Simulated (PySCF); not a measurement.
Parent: `[OH:1][B:2]([OH:3])[SiH3:4]` with H–O1–B2–O3 0°, O1–B2–O3–H 0°, BH5O2Si.

Computed, not measured: PBE0-D3(BJ)/def2-SVP geometry optimisation, gas phase in PySCF. One conformer each, not checked by frequencies here.

```tsv
coordinate of the parent	value
O1–B2	1.361 Å
B2–O3	1.362 Å
B2–Si4	2.034 Å
O1–B2–O3	124.0°
O1–B2–Si4	118.9°
O3–B2–Si4	117.1°
```

Task: How does the shared frame change in `[CH3:1][C:2]([CH3:3])([CH3:4])[SiH2:5][B:6]([OH:7])[OH:8]` with C2–Si5–B6–O7 -160°, Si5–B6–O7–H 2°, Si5–B6–O8–H 180°, C4H13BO2Si? Atoms pair as O1 = O7, B2 = B6, O3 = O8, Si4 = Si5 (parent first).

Result: 
```tsv
parent	relative	value in the relative	change
O1–B2	O7–B6	1.365 Å	+0.004
B2–O3	B6–O8	1.359 Å	-0.003
B2–Si4	B6–Si5	2.040 Å	+0.006
O1–B2–O3	O7–B6–O8	117.3°	-6.7
O1–B2–Si4	O7–B6–Si5	124.4°	+5.5
O3–B2–Si4	O8–B6–Si5	118.3°	+1.2
```

Of the parent's bonds, B2–Si4 changes most (+0.006 Å). Bonds of the relative outside the shared frame: C1–C2 1.531, C2–C3 1.532, C2–C4 1.530, C2–Si5 1.910 Å. Point group Cs → C1.

Task: How does the shared frame change in `[OH:1][B:2]([OH:3])[SiH2:4][CH:5]1[CH2:6][CH2:7]1` with H–O1–B2–O3 0°, O1–B2–O3–H 1°, O1–B2–Si4–C5 16°, B2–Si4–C5–C6 -79°, C3H9BO2Si? Atoms pair as O1 = O1, B2 = B2, O3 = O3, Si4 = Si4 (parent first).

Result: 
| parent | relative | value in the relative | change |
| --- | --- | --- | --- |
| O1–B2 | O1–B2 | 1.363 Å | +0.002 |
| B2–O3 | B2–O3 | 1.363 Å | +0.001 |
| B2–Si4 | B2–Si4 | 2.034 Å | 0.000 |
| O1–B2–O3 | O1–B2–O3 | 123.6° | -0.4 |
| O1–B2–Si4 | O1–B2–Si4 | 117.9° | -1.0 |
| O3–B2–Si4 | O3–B2–Si4 | 118.5° | +1.4 |

No shared bond changes by more than 0.004 Å. Bonds of the relative outside the shared frame: Si4–C5 1.873, C5–C6 1.509, C6–C7 1.494, C5–C7 1.508 Å. Point group Cs → C1.
